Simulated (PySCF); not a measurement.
```xyz
3
charge 0 multiplicity 5, angstrom
Mo   -0.6226    0.0000    0.0000
Br    0.3837    0.0000    2.1896
Br    0.3837    0.0000   -2.1896
```

Method: PySCF, UPBE, basis Mo def2-TZVP with ECP28, Br def2-TZVP (scalar-relativistic core potentials, no spin–orbit coupling, density fitting).

This geometry of MoBr2 is a stationary point at this level.

(1) What is the point group?

(2) Is it a minimum?

(3) Which band is strongest in the infrared?

(4) Give the atomic charges and bond orders.

Results:

(1) C2v.

(2) Yes: all harmonic wavenumbers are real, though the softest, 45 cm⁻¹, leaves little margin.

(3) 309 cm⁻¹ (b2), 54 km/mol.

(4) 
| atom | Mulliken | Löwdin | polar tensor | spin (Mulliken) | Mayer order to Mo1 |
| --- | --- | --- | --- | --- | --- |
| Mo1 | 0.66 | -0.15 | 0.95 | 4.01 | – |
| Br2,3 | -0.33 | 0.07 | -0.47 | 0.00 | 1.14 |

Other isomers or separated fragments may lie lower. With open d or f shells other occupations or spin states may lie lower.
